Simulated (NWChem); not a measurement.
System: AuH₃O; SMILES [OH2]->[AuH]

Program: NWChem. The geometry was optimised at PBE0/def2-SVP. No frequency run checked for a minimum. def2 effective core potentials on Au; no spin-orbit coupling. Ions are spin-unrestricted doublets at the neutral geometry; other ion states weren't tried.

For level PBE/def2-SVP:

```
Property       Value
-------------  -----
−ε(HOMO) (eV)   5.64
```

**Question.** Estimate the same quantities for level PBE0/def2-SVP.

**Answer.** 
| Item | Value |
|---|---|
| −ε(HOMO) (eV) | 6.65 |
